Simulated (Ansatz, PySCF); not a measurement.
BH2, charge +1. Atoms are numbered in the order given.

```xyz
3

B      0.0000     0.0000     0.0000
H      0.0000     0.0000    -1.1774
H      0.0000     0.0000     1.1774
```
Charge +1, spin multiplicity 1.

The structure is a stationary point at r2SCAN-D4/def2-TZVPD.

Vertical ionisation energy (IE) and electron affinity (EA) in eV. Rows of orbital energies are one-electron estimates. Where ΔSCF, EOM or ADC give a negative EA the extra electron is unbound and the value depends on the basis.

```json
[
 {"level": "−ε(HOMO), −ε(LUMO), r2SCAN/def2-TZVPD (PySCF)", "IE": "19.34", "EA": "11.54"},
 {"level": "−ε(HOMO), −ε(LUMO), HF/def2-TZVPD (PySCF)", "IE": "24.47", "EA": "6.56"},
 {"level": "−ε(HOMO), −ε(LUMO), PBE/def2-TZVPD (PySCF)", "IE": "(withheld)", "EA": "(withheld)"},
 {"level": "EOM-CCSD/aug-cc-pVDZ (PySCF)", "IE": "24.44", "EA": "7.65"},
 {"level": "ADC(3)/aug-cc-pVDZ (PySCF)", "IE": "24.35", "EA": "7.70"},
 {"level": "ΔSCF, ωB97X-V/def2-TZVPD (Ansatz), final states of multiplicity 2 and 2", "IE": "24.43", "EA": "7.82"},
 {"level": "ΔSCF, PBE/def2-TZVPD (Ansatz), final states of multiplicity 2 and 2", "IE": "24.21", "EA": "8.11"}
]
```

Problem. What belongs in the gaps? (An estimate is asked for; the answer gives what the named calculation found.)

Solution. 
- −ε(HOMO), −ε(LUMO), PBE/def2-TZVPD (PySCF), IE: 18.96
- −ε(HOMO), −ε(LUMO), PBE/def2-TZVPD (PySCF), EA: 12.11

Problem. What vertical singlet–triplet gap does ΔSCF give with ωB97X-V/def2-TZVPD (Ansatz, a program for electronic structure) and with PBE/def2-TZVPD (Ansatz)? (The exact figures need the calculation; the answer reports its results.)

Solution. 6.68 and 6.14 eV (triplet above singlet where positive).

Computed lowest 1s main lines (those of the lightest heavy element) from CVS-ADC(2)-x/aug-cc-pVDZ (PySCF, non-relativistic), with pole strengths:
213.6 eV (1.69).

Problem. Beyond the first one, list the lowest photoelectron lines from ADC(3)/aug-cc-pVDZ in PySCF 2.14.0 with their pole strengths (two spins summed). (The exact figures need the calculation; the answer reports its results.)

Solution. 27.28 eV (1.87).
